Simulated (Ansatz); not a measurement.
# A relaxation, step by step

SiNH₅Cl₂, singlet, PBE0-D4/def2-TZVP (Ansatz 0.2.0). Settings:

```yaml
hamiltonian: {xc: pbe0, dispersion: d4}
relax: {f_tol: 0.005, max_steps: 200}
```

Start, a step off a saddle point along its unstable mode:

```csv
atom,x (Å),y (Å),z (Å)
Si1,-0.5714,0.3296,0.4331
N2,0.7709,-0.5981,-0.5530
Cl3,-1.9076,0.4442,-1.2933
Cl4,-0.2772,2.3465,0.6231
H5,-1.4820,-0.5496,1.1884
H6,1.0685,-0.6702,0.3228
H7,0.5848,0.0667,1.5342
H8,0.4760,-1.3975,-1.1249
H9,1.3380,0.0284,-1.1304
```

```
               step  energy less the last (meV)  largest force component (eV/Å)
                  1                      1640.4                           6.326
                  2                      1051.0                           0.934
                  3                       864.0                           1.691
                  4                       734.7                           1.306
                  5                       678.9                           0.657
                  6                       662.8                           0.362
                  7                       653.7                           0.098
                  8                       637.1                           0.406
                  9                       586.7                           0.415
                 10                       509.2                           0.572
                 11                       406.0                           0.768
                 12                       250.7                           0.658
                 13                        85.8                           0.411
                 14                        21.5                           0.180
15 (rejected trial)                        27.9                           0.294
                 16                         7.1                           0.102
17 (rejected trial)                        12.9                           0.319
                 18                         0.9                           0.031
                 19                         0.0                           0.003
```

Step 6, positions (Å) and forces (eV/Å):

| atom | x | y | z | Fx | Fy | Fz |
| --- | --- | --- | --- | --- | --- | --- |
| Si1 | -0.526 | 0.371 | 0.588 | -0.010 | 0.219 | -0.280 |
| N2 | 0.769 | -0.650 | -0.519 | 0.295 | -0.272 | 0.283 |
| Cl3 | -1.635 | 0.371 | -1.367 | 0.059 | -0.008 | 0.078 |
| Cl4 | -0.559 | 2.459 | 0.664 | -0.026 | -0.091 | 0.049 |
| H5 | -1.582 | -0.457 | 1.200 | -0.040 | -0.063 | 0.079 |
| H6 | 1.463 | -1.155 | 0.047 | -0.362 | 0.226 | -0.297 |
| H7 | 0.542 | 0.293 | 1.645 | 0.036 | -0.024 | 0.024 |
| H8 | 0.273 | -1.266 | -1.161 | 0.031 | 0.003 | 0.061 |
| H9 | 1.255 | 0.033 | -1.097 | 0.018 | 0.011 | 0.003 |

Step 12, positions (Å) and forces (eV/Å):

| atom | x | y | z | Fx | Fy | Fz |
| --- | --- | --- | --- | --- | --- | --- |
| Si1 | -0.479 | 0.558 | 0.480 | -0.172 | 0.658 | 0.417 |
| N2 | 0.711 | -0.871 | -0.502 | 0.181 | 0.039 | -0.125 |
| Cl3 | -1.272 | 0.819 | -1.470 | 0.241 | 0.073 | 0.120 |
| Cl4 | -1.337 | 2.408 | 1.227 | 0.160 | -0.612 | -0.058 |
| H5 | -1.269 | -0.501 | 1.160 | 0.138 | 0.100 | -0.094 |
| H6 | 1.248 | -1.423 | 0.160 | -0.034 | -0.069 | -0.054 |
| H7 | 0.855 | 0.821 | 1.151 | -0.367 | 0.098 | -0.408 |
| H8 | 0.178 | -1.470 | -1.123 | 0.015 | -0.104 | 0.045 |
| H9 | 1.365 | -0.342 | -1.082 | -0.161 | -0.182 | 0.157 |

Step 14, positions (Å) and forces (eV/Å):

```csv
atom,x,y,z,Fx,Fy,Fz
Si1,-0.522,0.694,0.466,-0.148,0.168,0.014
N2,0.711,-0.965,-0.508,0.094,-0.096,-0.175
Cl3,-1.144,1.129,-1.467,0.119,-0.068,0.040
Cl4,-1.540,2.229,1.507,0.044,-0.106,-0.008
H5,-1.173,-0.485,1.067,0.003,0.004,0.004
H6,1.191,-1.428,0.257,0.047,-0.053,-0.052
H7,0.857,1.068,0.842,-0.029,0.034,-0.053
H8,0.202,-1.672,-1.035,0.019,0.180,0.108
H9,1.418,-0.571,-1.128,-0.149,-0.063,0.120
```

Last step (19):

| atom | x (Å) | y (Å) | z (Å) |
| --- | --- | --- | --- |
| Si1 | -0.5431 | 0.7459 | 0.5012 |
| N2 | 0.7464 | -0.9997 | -0.4972 |
| Cl3 | -1.0769 | 1.1190 | -1.4630 |
| Cl4 | -1.6172 | 2.2336 | 1.5181 |
| H5 | -1.1594 | -0.4608 | 1.0793 |
| H6 | 1.2626 | -1.5434 | 0.1856 |
| H7 | 0.8340 | 1.1416 | 0.8439 |
| H8 | 0.1437 | -1.6303 | -1.0134 |
| H9 | 1.4099 | -0.6058 | -1.1544 |

The run took about 55 s on 4 CPU threads of an Arm Neoverse V1 (shared host).
